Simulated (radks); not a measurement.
Co3+, configuration [Ar] 3d6 (the NIST ground configuration). Method: scalar-relativistic Kohn-Sham, r2SCAN, spin-unpolarised, spherical densities, finite nucleus; meta-GGA in the generalised Kohn-Sham scheme; Fermi nuclear charge, rms radius 3.7875 fm; computed with a radial shooting solver on a logarithmic mesh with Libxc functionals.

Local quantities along the radius. ELF = 1/(1 + alpha^2) is the electron localisation function; alpha = (tau - tau_W)/tau_unif compares the Pauli kinetic energy density with that of the uniform gas; -r V(r) is the screened charge that the Kohn-Sham potential presents (atomic units); 4 pi r^2 rho is in e/bohr; r v_xc is r times the local exchange-correlation potential (hartree bohr, multiplicative part alone). tau is taken from the large components.

| r (bohr) | ELF | alpha | -r V(r) | 4 pi r^2 rho | r v_xc |
|---|---|---|---|---|---|
| 0.00186 | 1.000 | 0.01652 | 26.86 | 0.5971 | -0.08658 |
| 0.002097 | 1.000 | 0.01655 | 26.84 | 0.7459 | -0.09246 |
| 0.002365 | 1.000 | 0.01665 | 26.81 | 0.9302 | -0.09911 |
| 0.002666 | 1.000 | 0.01681 | 26.78 | 1.158 | -0.1066 |
| 0.003006 | 1.000 | 0.01705 | 26.75 | 1.439 | -0.1150 |
| 0.003389 | 1.000 | 0.01737 | 26.71 | 1.783 | -0.1245 |
| 0.003821 | 1.000 | 0.01778 | 26.67 | 2.204 | -0.1350 |
| 0.004309 | 1.000 | 0.01830 | 26.62 | 2.716 | -0.1467 |
| 0.004858 | 1.000 | 0.01894 | 26.57 | 3.336 | -0.1596 |
| 0.005477 | 1.000 | 0.01972 | 26.51 | 4.082 | -0.1739 |
| 0.006176 | 1.000 | 0.02067 | 26.44 | 4.974 | -0.1897 |
| 0.006908 | 1.000 | 0.02175 | 26.37 | 5.956 | -0.2057 |
| 0.007788 | 0.999 | 0.02316 | 26.29 | 7.187 | -0.2245 |
| 0.008781 | 0.999 | 0.02487 | 26.19 | 8.620 | -0.2450 |
| 0.009901 | 0.999 | 0.02698 | 26.08 | 10.27 | -0.2671 |
| 0.01116 | 0.999 | 0.02961 | 25.96 | 12.14 | -0.2909 |
| 0.01259 | 0.999 | 0.03290 | 25.82 | 14.23 | -0.3164 |
| 0.01419 | 0.999 | 0.03707 | 25.67 | 16.52 | -0.3435 |
| 0.016 | 0.998 | 0.04242 | 25.50 | 18.97 | -0.3722 |
| 0.01804 | 0.998 | 0.04940 | 25.31 | 21.52 | -0.4022 |
| 0.02034 | 0.997 | 0.05867 | 25.10 | 24.08 | -0.4334 |
| 0.02293 | 0.995 | 0.07118 | 24.87 | 26.55 | -0.4655 |
| 0.02586 | 0.992 | 0.08843 | 24.61 | 28.78 | -0.4985 |
| 0.02916 | 0.987 | 0.1127 | 24.33 | 30.64 | -0.5322 |
| 0.03287 | 0.979 | 0.1477 | 24.02 | 31.96 | -0.5670 |
| 0.03706 | 0.962 | 0.1990 | 23.69 | 32.64 | -0.6029 |
| 0.04179 | 0.929 | 0.2754 | 23.32 | 32.60 | -0.6385 |
| 0.04712 | 0.868 | 0.3901 | 22.92 | 31.86 | -0.6659 |
| 0.05312 | 0.761 | 0.5597 | 22.46 | 30.54 | -0.6624 |
| 0.0599 | 0.610 | 0.7993 | 21.91 | 28.89 | -0.6049 |
| 0.06753 | 0.451 | 1.103 | 21.32 | 27.25 | -0.5401 |
| 0.07614 | 0.335 | 1.409 | 20.76 | 26.02 | -0.5530 |
| 0.08517 | 0.284 | 1.588 | 20.24 | 25.58 | -0.6024 |
| 0.09603 | 0.290 | 1.563 | 19.68 | 26.14 | -0.6906 |
| 0.1083 | 0.359 | 1.337 | 18.98 | 27.79 | -0.6929 |
| 0.1221 | 0.480 | 1.041 | 18.35 | 30.31 | -0.8063 |
| 0.1376 | 0.617 | 0.7874 | 17.68 | 33.15 | -0.9106 |
| 0.1552 | 0.727 | 0.6125 | 16.93 | 35.55 | -0.9710 |
| 0.175 | 0.794 | 0.5098 | 16.14 | 36.72 | -1.001 |
| 0.1973 | 0.821 | 0.4667 | 15.33 | 36.07 | -1.028 |
| 0.2224 | 0.811 | 0.4829 | 14.53 | 33.41 | -1.058 |
| 0.2508 | 0.747 | 0.5818 | 13.70 | 29.10 | -1.053 |
| 0.2828 | 0.594 | 0.8262 | 12.78 | 24.00 | -0.9459 |
| 0.3188 | 0.368 | 1.310 | 11.76 | 19.22 | -0.7446 |
| 0.3595 | 0.208 | 1.950 | 10.97 | 15.81 | -0.7826 |
| 0.4053 | 0.174 | 2.181 | 10.23 | 14.33 | -0.8924 |
| 0.457 | 0.254 | 1.713 | 9.257 | 14.68 | -0.7796 |
| 0.5152 | 0.446 | 1.116 | 8.690 | 16.18 | -1.083 |
| 0.5809 | 0.636 | 0.7569 | 7.968 | 17.74 | -1.215 |
| 0.655 | 0.741 | 0.5911 | 7.215 | 18.42 | -1.268 |
| 0.7385 | 0.779 | 0.5323 | 6.479 | 17.72 | -1.257 |
| 0.8327 | 0.775 | 0.5388 | 5.868 | 15.69 | -1.265 |
| 0.9388 | 0.735 | 0.5998 | 5.341 | 12.80 | -1.237 |
| 1.05 | 0.663 | 0.7133 | 4.912 | 9.836 | -1.166 |
| 1.184 | 0.542 | 0.9192 | 4.495 | 6.886 | -1.028 |
| 1.335 | 0.387 | 1.258 | 4.096 | 4.481 | -0.8191 |
| 1.505 | 0.235 | 1.804 | 3.839 | 2.723 | -0.6832 |
| 1.697 | 0.123 | 2.669 | 3.605 | 1.552 | -0.5224 |
| 1.913 | 0.058 | 4.020 | 3.525 | 0.8303 | -0.4840 |
| 2.157 | 0.026 | 6.148 | 3.438 | 0.4153 | -0.4198 |
| 2.432 | 0.011 | 9.664 | 3.354 | 0.1918 | -0.3468 |
| 2.743 | 0.004 | 15.96 | 3.276 | 0.08025 | -0.2728 |
| 3.092 | 0.001 | 28.36 | 3.203 | 0.02973 | -0.2024 |
| 3.486 | 0.000 | 55.49 | 3.140 | 0.009512 | -0.1394 |

On this mesh the ELF has minima near r = 0.085, 0.41 bohr, which separate the shells, and maxima near 0.20 (0.82), 0.74 (0.78).

Self-consistent cycle (total energy in hartree, residual of the potential): 1: -1386.463247, 6e+00; 2: -1389.776531, 3e+00; 3: -1391.046304, 5e-01; 4: -1391.047271, 5e-01; 5: -1391.085771, 2e-02; 6: -1391.085841, 5e-03; 7: -1391.085853, 6e-04; 8: -1391.085853, 7e-05; 9: -1391.085853, 3e-05; 10: -1391.085853, 1e-05; 11: -1391.085853, 1e-05; 12: -1391.085853, 4e-07.
